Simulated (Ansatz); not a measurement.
Isolated molecules relaxed with PBE0-D4/def2-TZVP in Ansatz; ΔE leaves out vibrations. CBS: MP2 limit from def2 TZ/QZ plus the TZ coupled-cluster correction, frozen cores. This one scheme is used for every species. Functionals use def2-TZVPP. B3LYP here is the variant with VWN-RPA as its local correlation; programs differ in this. One conformer a species, not always the lowest.

`[SiH3]C[SiH](Cl)Cl` + `O[SiH2]O` → `O[SiH2]O[SiH](Cl)Cl` + `C[SiH3]`  (ligand exchange at the Si–C bond)

| level | ΔE (kJ/mol) | difference from CCSD(T)/CBS |
| --- | --- | --- |
| r2SCAN-D4 | -112.4 | -1.6 |
| PBE0-D4 | -104.2 | 6.6 |
| B3LYP-D4 | -116.6 | -5.8 |
| ωB97M-V | -110.4 | 0.4 |
| B2PLYP | -116.1 | -5.3 |
| PBE | -100.0 | 10.8 |
| r2SCAN | -112.4 | -1.6 |
| PBE0 | -104.3 | 6.5 |
| B3LYP | -117.1 | -6.3 |
| HF/def2-TZVPP | -133.2 | -22.4 |
| MP2/def2-TZVPP | -109.7 | 1.1 |
| SCS-MP2/def2-TZVPP | -114.4 | -3.6 |
| CCSD/def2-TZVPP | -114.2 | -3.4 |
| MP2/def2-QZVPP | -110.2 | 0.6 |
| SCS-MP2/def2-QZVPP | -114.9 | -4.1 |
| HF/CBS(def2) | -135.7 | -24.9 |
| CCSD(T)/CBS | -110.8 | 0 |

Largest T1 diagnostic among the species: 0.011.

From PBE to PBE0 (25 % exact exchange), in def2-TZVPP and without D4, ΔE moves by −4.3 kJ/mol. In def2-TZVPP, CCSD(T) changes the Hartree–Fock value by +22.0 kJ/mol (the triples alone add +3.0 kJ/mol) and MP2 by +23.5 kJ/mol.
